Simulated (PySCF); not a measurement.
C₂H₄N (SMILES [CH]=NC), doublet, geometry from GFN2-xTB; B3LYP5/STO-3G (PySCF).

The PySCF input:
```python
from pyscf import gto, scf, dft

mol = gto.M(
    atom='''
C     1.31120828   -0.15668231   -0.21200825
N     0.11562011   -0.33131293   -0.26397662
C    -1.07674994    0.25688588    0.27315521
H     1.96810973    0.54605768    0.28532144
H    -1.70417788    0.56801654   -0.56204592
H    -1.60723309   -0.51156564    0.83538198
H    -0.87278958    1.11546051    0.92229710
''',
    basis='sto-3g',
    spin=1,
    verbose=4,
)

mf = dft.UKS(mol)
mf.xc = 'b3lyp5'
mf.kernel()
```

What the program printed (banner, timings and long lists left out):

```
PySCF version 2.14.0

[INPUT] verbose = 4
[INPUT] num. atoms = 7
[INPUT] num. electrons = 23
[INPUT] charge = 0
[INPUT] spin (= nelec alpha-beta = 2S) = 1
[INPUT] symmetry False subgroup None
[INPUT] Mole.unit = angstrom
[INPUT] Symbol           X                Y                Z      unit          X                Y                Z       unit  Magmom
[INPUT]  1 C      1.311208280000  -0.156682310000  -0.212008250000 AA    2.477824541462  -0.296086654464  -0.400637528648 Bohr   0.0
[INPUT]  2 N      0.115620110000  -0.331312930000  -0.263976620000 AA    0.218490342392  -0.626090699227  -0.498843515088 Bohr   0.0
[INPUT]  3 C     -1.076749940000   0.256885880000   0.273155210000 AA   -2.034762491242   0.485443958468   0.516188536398 Bohr   0.0
[INPUT]  4 H      1.968109730000   0.546057680000   0.285321440000 AA    3.719188372792   1.031899463415   0.539179379067 Bohr   0.0
[INPUT]  5 H     -1.704177880000   0.568016540000  -0.562045920000 AA   -3.220429460742   1.073395694823  -1.062112858229 Bohr   0.0
[INPUT]  6 H     -1.607233090000  -0.511565640000   0.835381980000 AA   -3.037230358438  -0.966718954338   1.578643151597 Bohr   0.0
[INPUT]  7 H     -0.872789580000   1.115460510000   0.922297100000 AA   -1.649333270574   2.107914866668   1.742888924481 Bohr   0.0

nuclear repulsion = 65.9172815154428
number of shells = 13
number of NR pGTOs = 57
number of NR cGTOs = 19
basis = sto-3g
ecp = {}

******** <class 'pyscf.dft.uks.UKS'> ********
method = UKS
initial guess = minao
damping factor = 0
level_shift factor = 0
DIIS = <class 'pyscf.scf.diis.CDIIS'>
diis_start_cycle = 1
diis_space = 8
diis_damp = 0
SCF conv_tol = 1e-09
SCF conv_tol_grad = None
SCF max_cycles = 50
direct_scf = True
direct_scf_tol = 1e-13
number electrons alpha = 12  beta = 11
XC library pyscf.dft.libxc version 7.1.2
    S. Lehtola, C. Steigemann, M. J. T. Oliveira, and M. A. L. Marques,  SoftwareX 7, 1–5 (2018)
XC functionals = b3lyp5
    P. A. M. Dirac,  Math. Proc. Cambridge Philos. Soc. 26, 376 (1930)
    F. Bloch,  Z. Phys. 57, 545 (1929)
    A. D. Becke,  Phys. Rev. A 38, 3098 (1988)
    C. Lee, W. Yang, and R. G. Parr,  Phys. Rev. B 37, 785 (1988)
    B. Miehlich, A. Savin, H. Stoll, and H. Preuss,  Chem. Phys. Lett. 157, 200 (1989)
    S. H. Vosko, L. Wilk, and M. Nusair,  Can. J. Phys. 58, 1200 (1980)
radial grids:
    Treutler-Ahlrichs [JCP 102, 346 (1995); DOI:10.1063/1.469408] (M4) radial grids

becke partition: Becke, JCP 88, 2547 (1988); DOI:10.1063/1.454033
pruning grids: <function nwchem_prune>
grids dens level: 3
symmetrized grids: False
atomic radii adjust function: <function treutler_atomic_radii_adjust>
small_rho_cutoff = 0
Set gradient conv threshold to 3.16228e-05
tot grids = 81376
init E= -131.832251428839

cycle= 1 E= -131.463310419405  delta_E= 0.369  |g|= 0.148  |ddm|= 2.48
cycle= 2 E= -131.440351428561  delta_E= 0.023  |g|= 0.269  |ddm|= 0.462
cycle= 3 E= -131.47890184853  delta_E= -0.0386  |g|= 0.0454  |ddm|= 0.32
cycle= 4 E= -131.480213394868  delta_E= -0.00131  |g|= 0.00708  |ddm|= 0.0675
cycle= 5 E= -131.48026644451  delta_E= -5.3e-05  |g|= 0.00295  |ddm|= 0.0154
cycle= 6 E= -131.48027966733  delta_E= -1.32e-05  |g|= 0.00123  |ddm|= 0.00716
cycle= 7 E= -131.480285744273  delta_E= -6.08e-06  |g|= 0.000363  |ddm|= 0.00694
cycle= 8 E= -131.480286441127  delta_E= -6.97e-07  |g|= 8.55e-05  |ddm|= 0.00285
cycle= 9 E= -131.480286462765  delta_E= -2.16e-08  |g|= 8.97e-06  |ddm|= 0.00046
cycle= 10 E= -131.480286463011  delta_E= -2.46e-10  |g|= 1.58e-06  |ddm|= 4.74e-05
Extra cycle  E= -131.480286463015  delta_E= -3.87e-12  |g|= 7.33e-07  |ddm|= 4.78e-06
converged SCF energy = -131.480286463015  <S^2> = 0.75260018  2S+1 = 2.0025985
```
